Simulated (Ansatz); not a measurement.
Ansatz results at the PBE0-D4/def2-TZVP geometry: HOMO–LUMO gap (B3LYP/def2-TZVPP) 5.59 eV; LUMO energy (B3LYP/def2-TZVPP) -1.67 eV; HOMO–LUMO gap (PBE/def2-TZVPP) 4.02 eV.

Each molecule was computed in one conformer, which needn't be the lowest.

Task: Which molecule gave them?
A. `[NH2][Hf]([OH])([OH])[F]`
B. `C[O][Hf]([Cl])([N](C)C)[N](C)C`
C. `[OH][Hf]([SH])([SH])[SH]`
D. `CC[N](CC)[Hf]([Cl])([Cl])[N](C)C`

Result: C. The others give `CC[N](CC)[Hf]([Cl])([Cl])[N](C)C`: 5.63, -0.89, 3.91; `[NH2][Hf]([OH])([OH])[F]`: 6.54, -0.44, 4.97; `C[O][Hf]([Cl])([N](C)C)[N](C)C`: 6.01, -0.09, 4.37.

B3LYP here is the variant with VWN-RPA as its local correlation; programs differ in this.
